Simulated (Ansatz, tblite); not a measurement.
Spin states of cis-NiBr2(NH3)2 (NiBr₂N₂H₆), formally d⁸, each relaxed with PBE-D4/def2-SVP in Ansatz. Electronic energies in the gas phase.

The 6-31G sets use Cartesian d functions. The xTB rows come from tblite. B3LYP takes the VWN-RPA correlation. HSE06 is defined as in plane-wave codes, on full-range PBE exchange. The name describes the singlet; other states may take another shape.

Singlet geometry:

```xyz
11

Ni    0.749    0.251    0.147
Br    2.653   -0.812    0.913
Br    1.798    2.302   -0.038
N    -0.866    1.147   -0.489
H    -1.626    1.224    0.205
H    -1.284    0.782   -1.359
H    -0.521    2.110   -0.677
N    -0.139   -1.483    0.291
H     0.605   -2.075    0.713
H    -0.398   -1.916   -0.609
H    -0.970   -1.529    0.902
```

Triplet geometry:

```
atom   x (Å)   y (Å)   z (Å)
 Ni1   0.406   0.698   0.250
 Br2   1.764  -0.029   2.024
 Br3  -0.393   2.381  -1.182
  N4  -1.368   0.044   0.995
  H5  -1.219  -0.657   1.736
  H6  -2.037  -0.326   0.307
  H7  -1.827   0.859   1.428
  N8   1.053  -0.584  -1.189
  H9   2.077  -0.480  -1.241
 H10   0.666  -0.323  -2.107
 H11   0.877  -1.583  -1.020
```

Run but left out: HF/6-31G (singlet: restricted singlet, unstable in another Hartree–Fock run and untested here); HF/def2-TZVP, PBE0-D4/def2-TZVP, B2PLYP/def2-TZVP, MP2/def2-TZVP (singlet: restricted singlet, unstable towards broken spin symmetry).

Only these spin states were relaxed.

Estimate which spin state lies lowest at each of these levels, and by how much: GFN1-xTB; GFN2-xTB; PBE-D4/def2-TZVP; revPBE-D4/def2-TZVP; r2SCAN-D4/def2-TZVP; B97M-V/def2-TZVP; r2SCANh-D4/def2-TZVP; B3LYP-D4/6-31G; HSE06-D4/def2-TZVP.


```tsv
level	triplet − singlet (kJ/mol)	lowest of these
GFN1-xTB	71.5	singlet
GFN2-xTB	48.2	singlet
PBE-D4/def2-TZVP	-1.9	triplet
revPBE-D4/def2-TZVP	-11.0	triplet
r2SCAN-D4/def2-TZVP	-59.9	triplet
B97M-V/def2-TZVP	-64.6	triplet
r2SCANh-D4/def2-TZVP	-87.0	triplet
B3LYP-D4/6-31G	-105.2	triplet
HSE06-D4/def2-TZVP	-77.6	triplet
```

Change of the triplet − singlet gap on mixing in exact exchange, in kJ/mol: r2SCAN to r2SCANh (10 % exact exchange) -27.0. The xTB methods have no term that favours high spin, so they put low spin too low.

| state | donor atoms | mean metal–ligand distance (Å) | range (Å) | Mulliken spin on the metal (PBE0) |
| --- | --- | --- | --- | --- |
| singlet | 4 | 2.133 | 1.95–2.31 | 0 |
| triplet | 4 | 2.191 | 2.03–2.35 | 1.69 |

⟨S²⟩ at PBE0-D4/def2-TZVP: singlet 0.00 (pure 0.00), triplet 2.01 (pure 2.00).
